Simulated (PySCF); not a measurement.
GeCl4: breathing scan

All numbers come from PySCF, PBE0, basis Ge def2-SVP, Cl def2-SVP (no relativity, density fitting).

Rigid scan from the singlet minimum (Ge–Cl 2.126 Å (×4); Cl–Ge–Cl 109.5° (×6)). Coordinate: all bonds to the central atom scaled together. Energies in kJ/mol from the minimum.

(1) Predict the curve at 0.88, 0.92, 0.96, 1.00, 1.04, 1.08, 1.14, 1.22, 1.35.

Results:

(1) 
```tsv
scale of all bonds to the centre	E (kJ/mol)
0.88	383.8
0.92	147.4
0.96	32.0
1.00	0.0
1.04	24.3
1.08	85.3
1.14	216.0
1.22	418.4
1.35	732.9
```

At long bonds a restricted determinant can lie too high, and another spin state can fall below this curve.

Other isomers or separated fragments may lie lower.
